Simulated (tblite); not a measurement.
Species: C4H9B2FSi.
Numbering: `[BH2:1][SiH2:2][B:3]([F:4])[CH2:5][C:6]#[C:7][CH3:8]` (hydrogens: H9, H10 on B1; H11, H12 on Si2; H13, H14 on C5; H15, H16, H17 on C8)

Cartesian coordinates in Å at the GFN2-xTB level; atoms count from 1:
```xyz
17
C4H9B2FSi angstrom
B      1.9547    1.5270   -0.2015
Si     1.9852   -0.3705   -0.6521
B      1.2796   -1.4016    0.8965
F      2.1176   -1.9642    1.7569
C     -0.2641   -1.5950    1.2258
C     -1.1372   -0.6035    0.6257
C     -1.8429    0.2381    0.1463
C     -2.7032    1.2441   -0.4404
H      1.0155    2.1880   -0.4227
H      2.8470    2.0449    0.3514
H      3.3284   -0.8834   -1.0034
H      1.1894   -0.7226   -1.8477
H     -0.4376   -1.6164    2.3081
H     -0.5639   -2.5849    0.8571
H     -3.3014    0.8054   -1.2387
H     -3.3722    1.6539    0.3165
H     -2.1019    2.0528   -0.8556
```

Computed values, GFN2-xTB/tblite, gas phase, harmonic and unscaled. Against measured fundamentals such values can be off by several per cent, at times by over 20. Modes of hydrogen on boron and silicon can be 10 to 20 % off. One conformer, not necessarily the lowest. The optimisation stopped once no atom felt more than 0.01 eV/Å.

Lowest wavenumbers of the output (negative numbers stand for imaginary wavenumbers):
```
mode    cm-1
  1     -21.7
  2      23.2
  3      32.9
  4      57.6
  5      91.1
  6     132.0
  7     173.6
  8     212.9
  9     260.0
 10     283.8
```

Q: Is this structure a minimum?

A: Not by this Hessian. 1 mode is imaginary beyond 20i (22i cm⁻¹), so at this level the point lies at or near a first-order saddle. The curvature is small, so loose convergence or finite differences may be the whole cause.

Q: Which atoms move in the imaginary mode?

A: 22i: H17 (methyl hydrogen) 34 %, H15 (methyl hydrogen) 33 %, H16 (methyl hydrogen) 32 %. These are shares of the mass-weighted motion.

Q: What is the remedy?

A: Step along that mode in both directions, optimise again with tighter thresholds and repeat the frequencies. The zero-point energy of this point (72.2 kcal/mol) counts the 44 real modes alone, and thermal corrections from it aren't those of a minimum.

The run took 1.0 s on one thread of an Arm Neoverse N1, no GPU, shared host with 64 logical CPUs at a one-minute load of 59. This covers the Hessian and the dipole derivatives.
